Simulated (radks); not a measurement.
Q: Neutral krypton is in [Kr]. Method: scalar-relativistic Kohn-Sham, PBE, spin-polarised, spherical densities, finite nucleus; Fermi nuclear charge, rms radius of each element as measured or else 0.836 A^(1/3) + 0.57 fm; computed with a radial shooting solver on a logarithmic mesh with Libxc functionals. Open shells are filled with parallel spins first. One electron is removed from 4p, 4s, 3d, 3p in turn, with full relaxation. Which removal costs least, and what does each cost?

A: 4p 14.071 eV; 4s 28.526 eV; 3d 93.427 eV; 3p 207.25 eV. The 4p electron leaves first.
